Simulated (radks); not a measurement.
Q: Radial electron density D(r) = 4 pi r^2 rho(r) of an atom or ion with 23 electrons. Calculated with a radial shooting solver on a logarithmic mesh with Libxc functionals: Dirac Kohn-Sham, PBE, spin-unpolarised, spherical densities, finite nucleus; Fermi nuclear charge, rms radius of each element as measured or else 0.836 A^(1/3) + 0.57 fm.

r (bohr),D(r) (e/bohr)
0.006508,3.435
0.007456,4.300
0.008543,5.349
0.009787,6.605
0.01121,8.089
0.01285,9.813
0.01484,11.90
0.017,14.09
0.01947,16.46
0.02231,18.91
0.02556,21.34
0.02929,23.58
0.03355,25.47
0.03844,26.81
0.04404,27.45
0.05086,27.26
0.05827,26.31
0.06676,24.78
0.07648,23.03
0.08763,21.52
0.1004,20.76
0.115,21.10
0.1318,22.61
0.151,25.00
0.1744,27.70
0.1998,29.43
0.2289,29.48
0.2622,27.42
0.3004,23.45
0.3442,18.48
0.3943,13.76
0.4517,10.45
0.5175,9.126
0.5977,9.596
0.6848,10.84
0.7845,11.75
0.8988,11.60
1.03,10.29
1.18,8.226
1.352,5.993
1.549,4.069
1.774,2.671
2.049,1.743
2.347,1.238
2.689,0.9357
3.081,0.7258
3.53,0.5502
4.044,0.3922
4.634,0.2564
5.309,0.1515
6.082,0.07989
7.024,0.03528
8.047,0.01397
9.22,0.004653
10.56,0.001281
12.1,0.0002872

What is the nuclear charge?

A: Z = 23. The innermost maximum, from 1s, lies near gamma/Z bohr with gamma = sqrt(1 - (Z/c)^2) = 0.986, here 0.0429 bohr (found: 0.0458), and its height grows with Z. The density is that of neutral vanadium in [Ar] 3d4 4s1; the configuration itself is not fixed sharply by these data, and Z only to about a unit. D(r) has 3 maxima, at r = 0.0458, 0.215, 0.830 bohr, and minima at 0.104, 0.530 bohr, inside which lie 2.14, 10.49 electrons.
